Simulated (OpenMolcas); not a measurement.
## La: from CASSCF to CASPT2

- Program: OpenMolcas
- Basis: ANO-RCC-VDZP [7s6p4d2f1g]
- Scalar Hamiltonian: DKH2, point nucleus
- Active space: 3 electrons in 6 orbitals (5d 6s)
- State averaging: 2S+1 = 4 even, 20 roots; 2S+1 = 2 even, 65 roots
- Spin-orbit coupling: state interaction with AMFI integrals over the reference wave functions, term energies averaged over their components

Methods on the same reference wave functions:
A. CASSCF
B. SS-CASPT2, IPEA 0.25 Eh, imaginary shift 0.1 Eh (closed shells correlated: 5s 5p)
C. MS-CASPT2, IPEA 0.25 Eh, imaginary shift 0.1 Eh (closed shells correlated: 5s 5p)

Energies in cm-1 above 5d 6s2 2D 3/2, the measured ground level; measured values from NIST Handbook of Basic Atomic Spectroscopic Data.

```
               Level      A      B      C  Measured
5d2 6s 4F 3/2 [74 %]   -747   1674   2200      2668
       5d2 6s 4F 5/2   -288   2000   2540      3010
5d 6s2 2D 3/2 [74 %]    0.0    0.0    0.0       0.0
       5d2 6s 4F 7/2    265   2440   3010      3495
       5d 6s2 2D 5/2    588    719    881      1053
       5d2 6s 4F 9/2    876   3050   3630      4122
       5d2 6s 4P 1/2   6010   6940   7510      7231
       5d2 6s 4P 3/2   6243   7170   7750      7491
       5d2 6s 4P 5/2   6558   7360   7940      7680
       5d2 6s 2F 5/2   7636   6640   7080      7012
       5d2 6s 2P 1/2   8204   8130   8510      9044
       5d2 6s 2F 7/2   8466   7530   8010      8052
5d2 6s 2P 3/2 [61 %]   8498   8790   8510          
       5d2 6s 2G 7/2   9866   9850  10350      9961
       5d2 6s 2G 9/2   9893   9910  10360      9920
5d2 6s 2D 3/2 [55 %]  10405   7740   9580          
       5d2 6s 2D 5/2  10689   8520   9510      9184
          5d3 4F 3/2  10949  11490  12060     12431
          5d3 4F 5/2  11290  11870  12440     12787
          5d3 4F 7/2  11769  12370  12940     13238
          5d3 4F 9/2  12362  12940  13500     13747
          5d3 4P 1/2  17535  16640  17210     16617
          5d3 4P 3/2  17726  16790  17340     16735
          5d3 4P 5/2  18071  17190  17770     17099
```

A puts 5d2 6s 4F 3/2 [74 %] lowest.

Deviations, from unrounded energies. A percentage is the sum of absolute deviations over the sum of measured energies, with the sign that they share, or ± where signs differ.

```tsv
Against measurement	Levels	A	B	C
mean absolute deviation (cm-1)	21	1400	560	370
fine structure of the ground term (%)	1	-44.2	-31.7	-16.3
other configurations (%)	20	±15.1	±5.9	±4.0
```

C lies closest to measurement on these levels and A furthest from it. The largest miss of C in the table is 5d3 4P 5/2, by +670 cm-1. The ranking rests on the paired levels alone, and a cruder setting can come out closer through cancelling errors.

Between B and C the level of the table that moves most is 5d2 6s 2D 3/2 [55 %], by 1800 cm-1 (lowest in B, highest in C). Moves below CASPT2's spread within the term are not significant.

The mean deviations of B to C differ by less than CASPT2's widest spread within a term (1000 cm-1), so their order carries little weight.

The lowest spin-free term lies below A's lowest term by 0.224 hartree in B, 0.226 hartree in C.

Term energies are means over components that CASPT2 splits; among the terms shown or strongly mixed into the levels shown the widest spread is 1000 cm-1 (5d2 6s 2F, C). Over all roots computed the reference weight is 0.85 to 0.92 in B, 0.85 to 0.92 in C; the roots of lowest weight are the least certain, and an intruder state may touch them. Configurations are named by rounded mean occupations; where the s occupation lies near a half they are strongly mixed, a name can repeat and a true partner stay unpaired. A single d shell beside an s shell can misplace configurations of different d count against each other. Without dynamic correlation excited terms often stand tens of per cent too high (terms of higher spin than the ground term too low), and those without a measured partner can miss by more than the paired ones (holds for A). Some levels mix across a computed gap that differs much from the measured one, so their mixing is not that of the real levels (holds for A; B). The lowest computed level is not the ground level that NIST lists (2D3/2) (holds for A). The lowest spin-free term belongs to 5d 6s2, not to the configuration of the lowest level (holds for A). The CASPT2 spread within a term exceeds the gap to the next term for 5d2 6s 2F and 5d2 6s 4P, so the order of their levels is uncertain, and so are names and mixing where such terms share a J (holds for B; C). Computed and measured levels are paired by configuration, term and J; levels that our copy of the source lacks, or whose pairing is in doubt (as where it misses far off the trend of its configuration), stay unpaired and out of the deviations. Levels of configurations outside the active space are missing. The table leaves out levels that lie high or whose names do not pair safely across all columns.

A share in square brackets marks a mixed level and gives the weight of the term that names it, the lowest over the columns.
